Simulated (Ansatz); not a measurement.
Isolated molecules relaxed with PBE0-D4/def2-TZVP in Ansatz; ΔE leaves out vibrations. CBS: MP2 limit from def2 TZ/QZ plus the TZ coupled-cluster correction, frozen cores. This one scheme is used for every species. Functionals use def2-TZVPP. For Br outer-core shells are correlated without core-valence functions, which leaves a few kJ/mol of doubt a bond. Scalar relativity is left out up to krypton.

`FC1(Cl)O[SiH2]1` + HBr → `ClC1(Br)O[SiH2]1` + H–F  (substitution at a C–F bond)

`FC1(Cl)O[SiH2]1`:

Z-matrix (Å, degrees):
```
C
Cl 1 1.759
O 1 1.395 2 114.1
F 1 1.344 2 108.8 3 126.4
Si 1 1.818 2 124.7 3 -71.4
H 5 1.476 1 121.7 2 -162.1
H 5 1.476 1 121.8 2 3.6
```

HBr:

Cartesian coordinates in Å:
```
Br -0.489 -0.504 0.107
H 0.489 0.504 -0.107
```

`ClC1(Br)O[SiH2]1`:

```xyz
7

Cl    0.277   -2.109    0.929
C    -0.340   -0.732    0.037
Br   -2.198   -0.977   -0.434
O     0.465   -0.356   -1.053
Si    0.430    0.909    0.063
H     1.685    1.152    0.798
H    -0.319    2.113   -0.340
```

H–F:

Cartesian coordinates in Å:
```
F 0.158 -0.138 -0.409
H -0.158 0.138 0.409
```

| level | ΔE (eV) |
| --- | --- |
| CAM-B3LYP-D4 | 0.13 |
| CAM-B3LYP | 0.18 |
| CCSD/def2-SVP | 0.29 |
| CCSD/def2-TZVPP | 0.00 |

(1) What does CCSD(T)/CBS give? (Best estimate.)

Largest T1 diagnostic among the species: 0.014.

## Answers

(1) Ansatz gave: -0.11 eV. The listed levels differ from it by 0.24, 0.29, 0.40, 0.11 eV.

Leaving LDA and LC-ωPBE aside and taking each functional with its dispersion term where it has one, the values, not all of them listed here, spread over 0.18 eV, from revPBE-D4 to CAM-B3LYP-D4. LDA lies +0.04 eV from PBE without D4. At CCSD(T), def2-SVP lies +0.38 eV from the extrapolated value and def2-TZVPP +0.07 eV.
